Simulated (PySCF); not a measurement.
B (boron, neutral) across methods

[He] 2s1 2p1 3s1, high-spin 4P determinant (an excited configuration). Computed with PySCF 2.14 in aug-cc-pwCVTZ (7s6p4d2f, 59 functions), with no relativity, point nucleus.

```csv
method,E (hartree),mean ε 2s α (eV),mean ε 2p α (eV),mean ε 3s α (eV),Σ⟨r²⟩ (bohr²),⟨S²⟩
HSE06,-24.2854,-16.636,-10.750,-1.975,45.06,3.750
UHF,-24.23558,-21.722,-15.399,-3.114,45.33,3.750
BHandHLYP,-24.3053,-18.440,-12.437,-2.406,45.03,3.750
LDA,-24.0142,-15.295,-9.465,-1.905,44.48,3.750
CAM-B3LYP,-24.2883,-18.430,-12.481,-2.711,44.81,3.750
r2SCAN,-24.3034,-15.868,-10.056,-1.880,45.18,3.750
PBE,-24.2734,-15.400,-9.635,-1.922,44.97,3.750
wB97X,-24.3108,-19.567,-13.527,-3.245,45.68,3.750
```

**Question.** Estimate the same row for PBE0.

**Answer.** E (hartree) = -24.2817; mean ε 2s α (eV) = -17.076; mean ε 2p α (eV) = -11.143; mean ε 3s α (eV) = -2.290; Σ⟨r²⟩ (bohr²) = 45.12; ⟨S²⟩ = 3.750.

The outer electron is Rydberg-like, and this basis confines it to a smaller radius and binds it less than a complete one would.
